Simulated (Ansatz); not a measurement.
One change: `NC([SiH3])S[SiH3]` becomes `N[CH]([SiH3])[SbH2]`.

Ansatz, PBE0-D4/def2-TZVP geometries, multiplicity 1. Each molecule was computed in one conformer, which needn't be the lowest.

Elements past krypton have def2 core potentials.

| property | `NC([SiH3])S[SiH3]` |
| --- | --- |
| size of the dipole moment (B3LYP/def2-TZVPP) / D | 0.77 |
| size of the dipole moment (PBE/def2-TZVPP) / D | 0.89 |
| HOMO–LUMO gap (B3LYP/def2-TZVPP) / eV | 6.30 |
| HOMO–LUMO gap (PBE0/def2-TZVPP) / eV | 6.73 |
| LUMO energy (ωB97M-V/def2-TZVPP) / eV | 1.57 |
| LUMO energy (PBE0/def2-TZVPP) / eV | -0.17 |

Task: What does the change do to each property? (Best estimate.)

Result: Ansatz gave: 
```csv
property,`N[CH]([SiH3])[SbH2]`,shift
size of the dipole moment (B3LYP/def2-TZVPP) / D,0.63,-0.14
size of the dipole moment (PBE/def2-TZVPP) / D,0.64,-0.25
HOMO–LUMO gap (B3LYP/def2-TZVPP) / eV,5.64,-0.66
HOMO–LUMO gap (PBE0/def2-TZVPP) / eV,6.07,-0.66
LUMO energy (ωB97M-V/def2-TZVPP) / eV,1.10,-0.47
LUMO energy (PBE0/def2-TZVPP) / eV,-0.52,-0.35
```

With PBE0 the HOMO rises by 0.30 eV and the LUMO falls by 0.35 eV, so the gap narrows by about 0.65 eV. PBE moves the HOMO by 0.37 eV and ωB97M-V by 0.29 eV. Dipoles are sizes alone; their direction can turn.

B3LYP here is the variant with VWN-RPA as its local correlation; programs differ in this.

Spin–orbit coupling is left out; it splits and shifts lone-pair levels of the heavy atoms by tenths of an eV.
